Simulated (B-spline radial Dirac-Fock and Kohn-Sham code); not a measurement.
# Satellites and hypersatellites of the K lines of Er³⁺

System: Er³⁺, configuration [Xe] 4f11, inside a Watson sphere of charge -3 and radius 2.7 Å (a model of the Madelung potential; inside it an electron's potential energy is raised by 16.0 eV).

Calculated with a radial finite-basis atomic code, using Dirac-Fock energy differences between relaxed states, corrected for Breit and QED terms. Each two-hole energy is an average over J within one jj subconfiguration, not an observable level; in light atoms, where LS coupling holds, the j-resolved values are not observed lines, and for a K spectator the Kα1 hypersatellite is nearly forbidden. Correlation and solid-state effects are left out.

Lines without a spectator: Kα2 (K-L2) 48217.8 eV, Kα1 (K-L3) 49124.1 eV, Kβ3 (K-M2) 55472.7 eV, Kβ1 (K-M3) 55665.8 eV. Shifts in eV with one spectator hole (a dash: not computed, or left out as unreliable):

```tsv
spectator hole	Kα2	Kα1	Kβ3	Kβ1
K (1s)	+866.9	+921.2	+1118.8	+1131.3
L2 (2p1/2)	+107.0	+141.3	–	+277.1
L3 (2p3/2)	+87.1	+93.0	+219.0	–
M2 (3p1/2)	–	+21.33	+43.0	+50.9
M3 (3p3/2)	+12.73	–	+38.5	+38.6
M4 (3d3/2)	+4.21	+0.82	–	–
M5 (3d5/2)	-0.69	+2.80	–	–
```
